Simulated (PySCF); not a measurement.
**Ionisation energy of Pd⁺ by level of theory**

Pd⁺ [Kr] 4d9 [4d3/2^4 4d5/2^5, M_J = 5/2] → Pd²⁺ [Kr] 4d8 [4d3/2^4 4d5/2^4, M_J = 4], as a difference of total energies. Computed with PySCF 2.14 in x2c-SVPall-2c, with the two-component X2C-1e Hamiltonian. Correlated levels: [Ar] 3d10 frozen; the 6 highest virtual spinors dropped. "Screened" scales the spin-orbit matrix elements by Boettger's factors to mimic the two-electron term; Breit and QED terms are absent.

Question: Order these methods by the ionisation energy they give, lowest first.
A. GMP2 (spin-free)
B. GHF (spin-free)
C. GHF (screened spin-orbit)
D. GMP2 (screened spin-orbit)

Answer: C (17.427 eV), B (17.552 eV), D (18.852 eV), A (18.982 eV).

The spin-free rows relax to the high-spin LS determinant and lack the spin-orbit shift.

Errors of the correlated levels include the incompleteness of this basis and the frozen core.

The labels give the starting determinants; with spin-orbit coupling the two ends relaxed to ⟨J²⟩ = 8.78, ⟨L²⟩ = 6.03, ⟨S²⟩ = 0.77 and ⟨J²⟩ = 20.01, ⟨L²⟩ = 12.06, ⟨S²⟩ = 2.00.

For comparison: 19.43 ± 0.12 eV (semi-empirical (NIST evaluation); NIST Atomic Spectra Database, ionization energies).
